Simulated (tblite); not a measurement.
Compound: C6H9BO2.
Numbering: `[BH2:1][CH2:2][O:3]/[C:4]([C:5]#[CH:6])=[CH:7]/[O:8][CH3:9]` (hydrogens: H10, H11 on B1; H12, H13 on C2; H14 on C6; H15 on C7; H16, H17, H18 on C9)

Computed with GFN2-xTB (tblite), gas phase: L-BFGS steps from a force-field or distance-geometry start until the largest atomic force falls under 0.01 eV/Å.

Step 68: E = -725.8187 eV
```
atom  x, y, z in Å  |  force x, y, z in eV/Å
B1      3.5519   -0.4876   -0.5066    0.003  -0.040  -0.009
C2      2.0540   -0.0874   -0.7531    0.022   0.038   0.055
O3      1.2980   -0.2162    0.4347   -0.030   0.014  -0.069
C4     -0.0728   -0.1169    0.3440   -0.073  -0.070  -0.023
C5     -0.6448   -0.4495    1.5987   -0.157  -0.038   0.074
C6     -1.0131   -0.7257    2.7092    0.050  -0.001  -0.052
C7     -0.7223    0.2220   -0.7818   -0.002   0.050   0.010
O8     -2.0555    0.3211   -1.0486   -0.050   0.082   0.019
C9     -2.9640   -0.4069   -0.2601   -0.024  -0.019  -0.012
H10     3.8506   -0.9336    0.5274    0.058   0.020  -0.021
H11     4.3193   -0.3539   -1.3710    0.034   0.010  -0.053
H12     1.9597    0.9419   -1.1378    0.078  -0.017  -0.019
H13     1.6132   -0.7317   -1.5362    0.124   0.002   0.016
H14    -1.3644   -0.9738    3.6662   -0.022   0.018  -0.022
H15    -0.1823    0.5229   -1.6673    0.036   0.006   0.014
H16    -3.9558   -0.1273   -0.6123   -0.002   0.005  -0.017
H17    -2.8107   -1.4785   -0.4196   -0.034  -0.071   0.123
H18    -2.8700   -0.1772    0.8025   -0.010   0.011  -0.014
```

Step 69: E = -725.8217 eV
```
atom  x, y, z in Å  |  force x, y, z in eV/Å
B1      3.5539   -0.4801   -0.5029   -0.022  -0.075   0.048
C2      2.0475   -0.0975   -0.7535    0.100  -0.023   0.060
O3      1.2903   -0.2192    0.4344    0.091   0.010  -0.064
C4     -0.0787   -0.1198    0.3438   -0.044  -0.062  -0.020
C5     -0.6467   -0.4597    1.5978   -0.192  -0.036   0.066
C6     -1.0066   -0.7420    2.7095    0.022  -0.013  -0.036
C7     -0.7212    0.2285   -0.7817   -0.066   0.029  -0.002
O8     -2.0530    0.3237   -1.0531   -0.097   0.103  -0.025
C9     -2.9631   -0.3962   -0.2608   -0.042  -0.028   0.030
H10     3.8686   -0.8959    0.5460    0.009   0.082  -0.168
H11     4.3094   -0.3651   -1.3837    0.007   0.002   0.012
H12     1.9531    0.9284   -1.1468    0.068  -0.015  -0.021
H13     1.6101   -0.7518   -1.5328    0.141   0.043   0.054
H14    -1.3578   -0.9995    3.6645   -0.009   0.026  -0.032
H15    -0.1809    0.5313   -1.6656    0.056   0.010   0.016
H16    -3.9547   -0.1368   -0.6332    0.043  -0.009   0.001
H17    -2.7941   -1.4709   -0.3916   -0.046  -0.021   0.141
H18    -2.8850   -0.1360    0.7981   -0.020  -0.022  -0.059
```

Step 70: E = -725.8264 eV
```
atom  x, y, z in Å  |  force x, y, z in eV/Å
B1      3.5606   -0.4795   -0.5002   -0.097  -0.073   0.037
C2      2.0505   -0.0978   -0.7475    0.131  -0.029   0.017
O3      1.2816   -0.2190    0.4333    0.209   0.002  -0.045
C4     -0.0867   -0.1217    0.3402    0.030  -0.050  -0.028
C5     -0.6538   -0.4634    1.5931   -0.199  -0.039   0.091
C6     -1.0007   -0.7412    2.7099   -0.012  -0.018  -0.062
C7     -0.7263    0.2335   -0.7832   -0.098   0.000  -0.017
O8     -2.0578    0.3210   -1.0529   -0.132   0.140  -0.110
C9     -2.9664   -0.3975   -0.2587   -0.021   0.043   0.000
H10     3.8855   -0.8993    0.5423    0.006   0.077  -0.129
H11     4.3083   -0.3650   -1.3878    0.006   0.009   0.012
H12     1.9656    0.9285   -1.1440    0.030  -0.042  -0.009
H13     1.6248   -0.7554   -1.5318    0.116   0.079   0.074
H14    -1.3617   -0.9995    3.6604    0.003   0.021  -0.001
H15    -0.1875    0.5391   -1.6666    0.075   0.010   0.011
H16    -3.9569   -0.1440   -0.6305   -0.033   0.025  -0.044
H17    -2.7982   -1.4687   -0.3817   -0.004  -0.150   0.124
H18    -2.8898   -0.1286    0.7940   -0.012  -0.006   0.078
```

**Question.** Estimate the geometry and energy of step 71. (The exact step hangs on the optimiser's Hessian estimate; all steps are aligned on step 70, rigid shifts and turns removed.)

**Answer.** E = -725.8326 eV, largest force 0.207 eV/Å
```
atom  x, y, z in Å  |  force x, y, z in eV/Å
B1      3.5664   -0.4772   -0.4978   -0.070  -0.064   0.051
C2      2.0527   -0.1057   -0.7444    0.119   0.002  -0.016
O3      1.2761   -0.2201    0.4325    0.204  -0.001  -0.034
C4     -0.0939   -0.1245    0.3371    0.077  -0.033  -0.027
C5     -0.6651   -0.4696    1.5880   -0.127  -0.031   0.028
C6     -0.9954   -0.7514    2.7084   -0.049  -0.032  -0.050
C7     -0.7309    0.2388   -0.7850   -0.099  -0.008  -0.013
O8     -2.0627    0.3255   -1.0539   -0.117   0.107  -0.109
C9     -2.9695   -0.3908   -0.2555   -0.046   0.059   0.008
H10     3.9081   -0.8749    0.5499   -0.022   0.087  -0.171
H11     4.3059   -0.3704   -1.3964   -0.029  -0.001   0.059
H12     1.9717    0.9192   -1.1515    0.012  -0.094   0.023
H13     1.6348   -0.7700   -1.5275    0.095   0.093   0.078
H14    -1.3607   -1.0180    3.6545    0.004   0.023   0.023
H15    -0.1900    0.5478   -1.6661    0.071   0.006   0.011
H16    -3.9587   -0.1537   -0.6436   -0.016   0.008  -0.025
H17    -2.7901   -1.4638   -0.3540    0.005  -0.105   0.117
H18    -2.9077   -0.0996    0.7935   -0.012  -0.016   0.048
```

The energy changes by -0.0063 eV. The first-order estimate −F·Δx gives -0.0077 eV and the mean of the old and new forces, exact on a quadratic surface, -0.0063 eV. The step makes an angle of 79° with the force vector and moves no atom by more than 0.034 Å.

What follows is the cost of the whole relaxation. Time: 1.8 s of wall time. Hardware: Arm Neoverse N1, one thread, no GPU (shared host).
